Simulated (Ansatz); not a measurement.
Mulliken charges of `C[O][Sc]([F])[F]` from r2SCAN/def2-TZVPP in Ansatz (PBE0-D4/def2-TZVP geometry).

| atom | x (Å) | y (Å) | z (Å) | charge (e) |
| --- | --- | --- | --- | --- |
| C1 | -0.838 | -0.563 | 1.073 | 0.031 |
| O2 | -0.044 | -0.042 | 0.060 | -0.540 |
| Sc3 | 1.005 | 0.671 | -1.283 | 1.216 |
| F4 | 1.162 | -0.206 | -2.906 | -0.431 |
| F5 | 1.891 | 2.275 | -1.017 | -0.431 |
| H6 | -1.171 | 0.227 | 1.755 | 0.053 |
| H7 | -1.724 | -1.059 | 0.659 | 0.052 |
| H8 | -0.280 | -1.303 | 1.658 | 0.050 |

By hand: the dipole of these point charges (1 e Å = 4.8032 D).

Σ q r = (-0.262, -0.179, 0.342) e Å, of length 0.467 e Å = 2.24 D.

How does the dipole of the full density compare? (An estimate is asked.)

Computed: (-0.288, -0.206, 0.385) e Å, 2.51 D; the point charges give 0.89 times that, at 1° from its direction.

Point charges leave out the atoms' own dipoles, such as those of lone pairs, and Mulliken's split depends on the basis, so the close match here is no proof of good charges.
